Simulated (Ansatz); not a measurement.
`C#[C][Al]([F])[Cl]`, relaxed with RKS PBE-D4/def2-SVP in Ansatz from a rough embedded geometry. The force threshold is 0.03 eV/Å; the program also tests the step.

Total charge 0; spin multiplicity 1.

Start:

```xyz
6

C    -0.862    1.447   -0.957
C    -0.292    0.558   -0.372
Al    0.617   -0.929    0.508
F     1.973   -1.729   -0.289
Cl   -0.097   -1.659    2.473
H    -1.339    2.311   -1.363
```

```json
{"step": "1", "energy (eV)": "-23904.8783", "largest force (eV/Å)": "3.360", "largest move (Å)": "0.000"}
{"step": "2", "energy (eV)": "-23905.1458", "largest force (eV/Å)": "1.253", "largest move (Å)": "0.103"}
{"step": "3", "energy (eV)": "-23905.1912", "largest force (eV/Å)": "0.344", "largest move (Å)": "0.056"}
{"step": "4", "energy (eV)": "-23905.2000", "largest force (eV/Å)": "0.030", "largest move (Å)": "0.033"}
{"step": "5", "energy (eV)": "-23905.2002", "largest force (eV/Å)": "0.022", "largest move (Å)": "0.005"}
```

End:

```xyz
6

C    -0.839    1.458   -0.907
C    -0.266    0.514   -0.361
Al    0.592   -0.932    0.501
F     1.892   -1.693   -0.216
Cl   -0.037   -1.637    2.368
H    -1.343    2.289   -1.385
```

Run time 5.5 s (2 threads of a server CPU on a shared host); peak host memory 0.17 GiB.
